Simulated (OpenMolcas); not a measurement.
Pb III: effect of the active space

```yaml
Program: OpenMolcas 26.06
Method: SS-CASPT2 or its RAS form, IPEA 0.25 Eh, imaginary shift 0.1 Eh
Basis: ANO-RCC-VTZP
Scalar_Hamiltonian: DKH2, point nucleus
Spin-orbit_coupling: state interaction with AMFI integrals over the reference wave functions, term energies averaged over their components
```

A. 2 electrons in 4 orbitals (6s 6p); 2S+1 = 3 even, 3 roots; 2S+1 = 1 even, 7 roots; 2S+1 = 3 odd, 3 roots; 2S+1 = 1 odd, 3 roots; closed shells correlated: 5d; CASPT2 step of the order of 5 core-seconds
B. 2 electrons in 8 orbitals (6s 6p 7s 7p); 2S+1 = 3 even, 3 roots; 2S+1 = 1 even, 7 roots; 2S+1 = 3 odd, 3 roots; 2S+1 = 1 odd, 3 roots; closed shells correlated: 5d; CASPT2 step about 8 core-seconds
C. 2 electrons in 9 orbitals (RAS2 6s 6p; RAS3 6d, at most 2 electrons); 2S+1 = 3 even, 3 roots; 2S+1 = 1 even, 7 roots; 2S+1 = 3 odd, 3 roots; 2S+1 = 1 odd, 3 roots; closed shells correlated: 5d; CASPT2 step of the order of 7 core-seconds

Energies in cm-1 above 6s2 1S0, the measured ground level; measured values from Moore, Atomic Energy Levels, vol. III, NSRDS-NBS 35 (1971 reprint of NBS Circular 467, 1958).

| Level | A | B | C | Measured |
| --- | --- | --- | --- | --- |
| 6s2 1S0 | 0.0 | 0.0 | 0.0 | 0.0 |
| 6s 6p 3P* 0 | 61990 | 61720 | 62500 | 60397 |
| 6s 6p 3P* 1 | 65640 | 65340 | 66070 | 64391 |
| 6s 6p 3P* 2 | 77250 | 76970 | 77740 |  |
| 6s 6p 1P* 1 | 92790 | 92250 | 93180 | 95340 |

Deviations, from unrounded energies. A percentage is the sum of absolute deviations over the sum of measured energies, with the sign that they share, or ± where signs differ.

| Against measurement | Levels | A | B | C |
| --- | --- | --- | --- | --- |
| mean absolute deviation (cm-1) | 3 | 1800 | 1800 | 2000 |
| other configurations (%) | 3 | ±2.5 | ±2.4 | ±2.7 |

A, B lie about equally close to measurement and C furthest from it. The largest miss of B in the table is 6s 6p 1P* 1, by -3100 cm-1. The ranking rests on the paired levels alone, and a cruder setting can come out closer through cancelling errors.

Among A to C the level of the table that moves most is 6s 6p 1P* 1, by 940 cm-1 (lowest in B, highest in C). Moves below CASPT2's spread within the term are not significant.

Over all roots computed the reference weight is 0.87 to 0.93 in A, 0.85 to 0.93 in B; the roots of lowest weight are the least certain, and an intruder state may touch them. Spin-orbit splittings of 6p shells tend to come out small when the coupling is added on scalar orbitals. The run also gave levels led by 6s 7s, which use shells meant for correlation; these and all levels above them are left out (holds for B). Active for correlation alone: 6d; no level in the range computed is led by a configuration that fills it, so any true level of that kind is missing (holds for C). Computed and measured levels are paired by configuration, term and J; levels that our copy of the source lacks, or whose pairing is in doubt (as where it misses far off the trend of its configuration), stay unpaired and out of the deviations. Levels of configurations outside the active space are missing. Levels that lie high or do not pair safely by name in every column are left out.

* marks odd parity.
